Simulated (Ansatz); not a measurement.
Single points on Al₁₃P₁₃H₃₄, a nanocrystal cut from zinc blende AlP (hydrogen-capped).

```yaml
crystal:
  periodic: [false, false, false]
  atoms:
    - {symbol: Al, position_ang: [-4.351134, -1.210162, 1.780406]}
    - {symbol: Al, position_ang: [-3.939980, 2.191837, -1.054248]}
    - {symbol: Al, position_ang: [-1.738113, -3.958324, 2.502574]}
    - {symbol: Al, position_ang: [1.481726, -4.088737, -0.835277]}
    - {symbol: Al, position_ang: [-1.724160, 1.664501, -3.547249]}
    - {symbol: Al, position_ang: [1.361635, -1.369749, -3.726534]}
    - {symbol: Al, position_ang: [-1.399310, -1.277712, -0.775585]}
    - {symbol: Al, position_ang: [-1.109170, 1.535277, 2.016827]}
    - {symbol: Al, position_ang: [1.607770, -1.259469, 1.599138]}
    - {symbol: Al, position_ang: [1.278565, 1.492555, -1.009576]}
    - {symbol: Al, position_ang: [-1.086459, 4.582571, -0.579810]}
    - {symbol: Al, position_ang: [4.405522, -0.779664, -0.955424]}
    - {symbol: Al, position_ang: [3.752717, 2.414085, 2.510952]}
    - {symbol: P, position_ang: [-2.666745, -2.593683, 0.727664]}
    - {symbol: P, position_ang: [-2.789882, 0.230408, -1.965257]}
    - {symbol: P, position_ang: [-2.727861, 0.094799, 3.086621]}
    - {symbol: P, position_ang: [-2.407356, 2.971542, 0.655980]}
    - {symbol: P, position_ang: [0.066631, -2.581205, -2.127463]}
    - {symbol: P, position_ang: [0.451874, -2.882791, 2.943368]}
    - {symbol: P, position_ang: [2.992920, -2.429969, 0.110154]}
    - {symbol: P, position_ang: [-0.192730, 0.159835, -4.757910]}
    - {symbol: P, position_ang: [-0.211170, 2.922009, -2.169245]}
    - {symbol: P, position_ang: [2.650397, 0.123999, -2.373306]}
    - {symbol: P, position_ang: [0.057517, 0.112972, 0.481549]}
    - {symbol: P, position_ang: [2.890287, 0.170944, 3.046062]}
    - {symbol: P, position_ang: [2.784987, 2.847417, 0.305635]}
    - {symbol: H, position_ang: [-5.249329, -2.068407, 2.773872]}
    - {symbol: H, position_ang: [-4.957464, -0.146858, 0.763641]}
    - {symbol: H, position_ang: [-3.555503, 3.156646, -2.292488]}
    - {symbol: H, position_ang: [-5.453707, 2.016902, -0.619515]}
    - {symbol: H, position_ang: [-2.526418, -3.557490, 3.832969]}
    - {symbol: H, position_ang: [-1.478235, -5.462242, 2.071832]}
    - {symbol: H, position_ang: [2.221784, -5.096987, -1.817001]}
    - {symbol: H, position_ang: [0.634863, -4.587067, 0.430979]}
    - {symbol: H, position_ang: [-2.550346, 2.372720, -4.695243]}
    - {symbol: H, position_ang: [2.170668, -2.247749, -4.769691]}
    - {symbol: H, position_ang: [-0.081766, 2.191924, 3.045702]}
    - {symbol: H, position_ang: [-2.015636, 5.636877, -1.322830]}
    - {symbol: H, position_ang: [0.187488, 5.069996, 0.261725]}
    - {symbol: H, position_ang: [5.597668, -1.411710, -1.793590]}
    - {symbol: H, position_ang: [4.665564, 0.349222, 0.162619]}
    - {symbol: H, position_ang: [5.327440, 2.285105, 2.359515]}
    - {symbol: H, position_ang: [3.018764, 3.391897, 3.526745]}
    - {symbol: H, position_ang: [-3.374668, -3.499049, -0.113490]}
    - {symbol: H, position_ang: [-3.740199, -0.525523, -2.707543]}
    - {symbol: H, position_ang: [-3.423581, 0.932194, 4.001425]}
    - {symbol: H, position_ang: [-2.071688, -0.738731, 4.035430]}
    - {symbol: H, position_ang: [-3.186563, 3.738992, 1.568369]}
    - {symbol: H, position_ang: [-0.763493, -3.435283, -2.909365]}
    - {symbol: H, position_ang: [1.427241, -3.881433, 3.200213]}
    - {symbol: H, position_ang: [0.391622, -2.318008, 4.248148]}
    - {symbol: H, position_ang: [3.814269, -3.153189, 1.024449]}
    - {symbol: H, position_ang: [-0.989456, -0.591573, -5.665502]}
    - {symbol: H, position_ang: [0.540287, 0.908521, -5.720237]}
    - {symbol: H, position_ang: [0.651100, 3.599228, -3.079926]}
    - {symbol: H, position_ang: [3.253445, 1.043869, -3.279332]}
    - {symbol: H, position_ang: [2.140777, 0.279383, 4.248848]}
    - {symbol: H, position_ang: [3.961241, -0.627326, 3.531959]}
    - {symbol: H, position_ang: [2.127741, 4.107585, 0.381885]}
    - {symbol: H, position_ang: [3.847606, 3.184250, -0.574618]}
basis:
  gaussian: {orbitals: def2-SVP, fitting: {mean_field: def2-universal-jkfit}, initial_orbitals: start.molden}
hamiltonian: {xc: pbe, dispersion: d4}
scf: {omitted_lower_state_checks: [starts]}
output: {forces: true, orbitals: {seedname: orbitals}}
```

The file start.molden holds the orbitals of an earlier run on this structure, at another level or in another basis.

```sh
$ ansatz run in.yaml --threads 4 --pin off --events-out ev --progress --plain --max-ram 46080MiB --backend cuda --devices 0, --max-vram 37GiB
```

It prints (some lines left out):

```
Functional definition: PBE
3940 factors; integrals over basis functions are off by at most 3.5e-1 eV
mean field evaluation 1: about -206915.9134 eV, gradient 1.6e1 eV
mean field evaluation 2: about -206916.4132 eV, gradient 5.5e-1 eV
mean field evaluation 4: about -206916.4003 eV, gradient 2.0e-3 eV
mean field -206916.40029118 eV, -7604.0374577273 hartree, gradient 1.0e-5 eV, S^2 0.000000; 0 other end points of the search recorded, 0 dependent functions left out
reference -206916.40040795 eV, -7604.0374620185 hartree; 199, 199 occupied and 439, 439 virtual orbitals, 3940 factors
Total energy: -206921.07368615 eV, -7604.2092018248 hartree
Atom 0 at    -4.351134    -1.210162     1.780406 Å, force     0.072068     0.001725    -0.023109 eV/Å
Atom 1 at    -3.939980     2.191837    -1.054248 Å, force     0.083204    -0.073018     0.052875 eV/Å
Atom 2 at    -1.738113    -3.958324     2.502574 Å, force     0.035311     0.080933    -0.052866 eV/Å
Atom 3 at     1.481726    -4.088737    -0.835277 Å, force    -0.017958     0.089062     0.017844 eV/Å
Atom 4 at    -1.724160     1.664501    -3.547249 Å, force     0.032193    -0.037074     0.101287 eV/Å
Atom 5 at     1.361635    -1.369749    -3.726534 Å, force    -0.050184     0.046816     0.059444 eV/Å
Atom 6 at    -1.399310    -1.277712    -0.775585 Å, force     0.021792     0.002815    -0.016403 eV/Å
Atom 7 at    -1.109170     1.535277     2.016827 Å, force    -0.020273    -0.041640    -0.038607 eV/Å
Atom 8 at     1.607770    -1.259469     1.599138 Å, force    -0.006188    -0.001992    -0.012661 eV/Å
Atom 9 at     1.278565     1.492555    -1.009576 Å, force    -0.013208    -0.024254    -0.016031 eV/Å
Atom 10 at    -1.086459     4.582571    -0.579810 Å, force     0.006679    -0.083582     0.002288 eV/Å
Atom 11 at     4.405522    -0.779664    -0.955424 Å, force    -0.087051     0.004602     0.015919 eV/Å
Atom 12 at     3.752717     2.414085     2.510952 Å, force    -0.054204    -0.052599    -0.056001 eV/Å
Atom 13 at    -2.666745    -2.593683     0.727664 Å, force     0.123320     0.131490     0.121127 eV/Å
Atom 14 at    -2.789882     0.230408    -1.965257 Å, force     0.146014     0.086488     0.146240 eV/Å
Atom 15 at    -2.727861     0.094799     3.086621 Å, force     0.009041    -0.028688    -0.273460 eV/Å
Atom 16 at    -2.407356     2.971542     0.655980 Å, force     0.100733    -0.131931    -0.155724 eV/Å
Atom 17 at     0.066631    -2.581205    -2.127463 Å, force     0.119679     0.136514     0.129666 eV/Å
Atom 18 at     0.451874    -2.882791     2.943368 Å, force    -0.164266     0.072598    -0.262953 eV/Å
Atom 19 at     2.992920    -2.429969     0.110154 Å, force    -0.116800     0.098097    -0.159091 eV/Å
Atom 20 at    -0.192730     0.159835    -4.757910 Å, force    -0.006222     0.023500     0.309730 eV/Å
Atom 21 at    -0.211170     2.922009    -2.169245 Å, force    -0.132845    -0.104673     0.139503 eV/Å
Atom 22 at     2.650397     0.123999    -2.373306 Å, force    -0.095344    -0.135242     0.141369 eV/Å
Atom 23 at     0.057517     0.112972     0.481549 Å, force    -0.028821     0.007961    -0.013328 eV/Å
Atom 24 at     2.890287     0.170944     3.046062 Å, force    -0.046825     0.107191    -0.251149 eV/Å
Atom 25 at     2.784987     2.847417     0.305635 Å, force    -0.054613    -0.255091     0.113422 eV/Å
Atom 26 at    -5.249329    -2.068407     2.773872 Å, force    -0.063681    -0.078462     0.091416 eV/Å
Atom 27 at    -4.957464    -0.146858     0.763641 Å, force    -0.040750     0.099184    -0.090411 eV/Å
Atom 28 at    -3.555503     3.156646    -2.292488 Å, force     0.050868     0.078384    -0.111785 eV/Å
Atom 29 at    -5.453707     2.016902    -0.619515 Å, force    -0.123006    -0.024360     0.045676 eV/Å
Atom 30 at    -2.526418    -3.557490     3.832969 Å, force    -0.068464     0.039717     0.103492 eV/Å
Atom 31 at    -1.478235    -5.462242     2.071832 Å, force     0.036184    -0.132604    -0.047571 eV/Å
Atom 32 at     2.221784    -5.096987    -1.817001 Å, force     0.065727    -0.076497    -0.086112 eV/Å
Atom 33 at     0.634863    -4.587067     0.430979 Å, force    -0.076367    -0.034425     0.100457 eV/Å
Atom 34 at    -2.550346     2.372720    -4.695243 Å, force    -0.073069     0.068229    -0.101331 eV/Å
Atom 35 at     2.170668    -2.247749    -4.769691 Å, force     0.069589    -0.072944    -0.085021 eV/Å
Atom 36 at    -0.081766     2.191924     3.045702 Å, force     0.078644     0.047591     0.075181 eV/Å
Atom 37 at    -2.015636     5.636877    -1.322830 Å, force    -0.087252     0.079263    -0.068618 eV/Å
Atom 38 at     0.187488     5.069996     0.261725 Å, force     0.124971     0.026124     0.069205 eV/Å
Atom 39 at     5.597668    -1.411710    -1.793590 Å, force     0.096009    -0.059774    -0.076636 eV/Å
Atom 40 at     4.665564     0.349222     0.162619 Å, force     0.013886     0.093839     0.093151 eV/Å
Atom 41 at     5.327440     2.285105     2.359515 Å, force     0.135034    -0.021967    -0.023680 eV/Å
Atom 42 at     3.018764     3.391897     3.526745 Å, force    -0.073465     0.078924     0.083403 eV/Å
Atom 43 at    -3.374668    -3.499049    -0.113490 Å, force    -0.089768    -0.112186    -0.112853 eV/Å
Atom 44 at    -3.740199    -0.525523    -2.707543 Å, force    -0.117754    -0.103608    -0.098676 eV/Å
Atom 45 at    -3.423581     0.932194     4.001425 Å, force    -0.091589     0.110042     0.124390 eV/Å
Atom 46 at    -2.071688    -0.738731     4.035430 Å, force     0.090499    -0.106008     0.125919 eV/Å
Atom 47 at    -3.186563     3.738992     1.568369 Å, force    -0.100235     0.100520     0.121318 eV/Å
Atom 48 at    -0.763493    -3.435283    -2.909365 Å, force    -0.110321    -0.106502    -0.104116 eV/Å
Atom 49 at     1.427241    -3.881433     3.200213 Å, force     0.155592    -0.145307     0.045208 eV/Å
Atom 50 at     0.391622    -2.318008     4.248148 Å, force    -0.004860     0.087831     0.193328 eV/Å
Atom 51 at     3.814269    -3.153189     1.024449 Å, force     0.105483    -0.091698     0.123793 eV/Å
Atom 52 at    -0.989456    -0.591573    -5.665502 Å, force    -0.111470    -0.110472    -0.136875 eV/Å
Atom 53 at     0.540287     0.908521    -5.720237 Å, force     0.106425     0.103979    -0.144925 eV/Å
Atom 54 at     0.651100     3.599228    -3.079926 Å, force     0.117465     0.085677    -0.117387 eV/Å
Atom 55 at     3.253445     1.043869    -3.279332 Å, force     0.077926     0.121540    -0.116970 eV/Å
Atom 56 at     2.140777     0.279383     4.248848 Å, force    -0.099412     0.010465     0.162682 eV/Å
Atom 57 at     3.961241    -0.627326     3.531959 Å, force     0.135321    -0.110501     0.064446 eV/Å
Atom 58 at     2.127741     4.107585     0.381885 Å, force    -0.122762     0.188449     0.002854 eV/Å
Atom 59 at     3.847606     3.184250    -0.574618 Å, force     0.139371     0.047548    -0.122284 eV/Å
Dipole moment:     0.657934    -0.161587     0.072978 e Å
Checks for a lower state left out: starts
```

It took 4.7 s on 4 threads of AMD EPYC 7R13 on a shared host and a share (37 GiB) of an NVIDIA H100 80GB HBM3, peak host memory 1.3 GiB.

The first input with `hamiltonian: {xc: pbe0, dispersion: d4}`, `output: {orbitals: {seedname: orbitals}}` (abridged; 5.5 s):

```
Functional definition: PBE0
mean field -206937.90352524 eV, -7604.8276870036 hartree, gradient 1.6e-5 eV, S^2 0.000000
Total energy: -206942.19406571 eV, -7604.9853614576 hartree
Checks for a lower state left out: starts
```

The first input with `hamiltonian: {xc: r2scan, dispersion: d4}`, `output: {orbitals: {seedname: orbitals}}` (abridged; 4.6 s):

```
Functional definition: r2SCAN
mean field -207006.71542034 eV, -7607.3564775061 hartree, gradient 2.2e-5 eV, S^2 0.000000
Total energy: -207008.12734932 eV, -7607.4083649393 hartree
Checks for a lower state left out: starts
```

Geometry: r2SCAN-D4/def2-SVP.

Single mean-field runs in def2-SVP are fitted with def2-universal-jkfit.
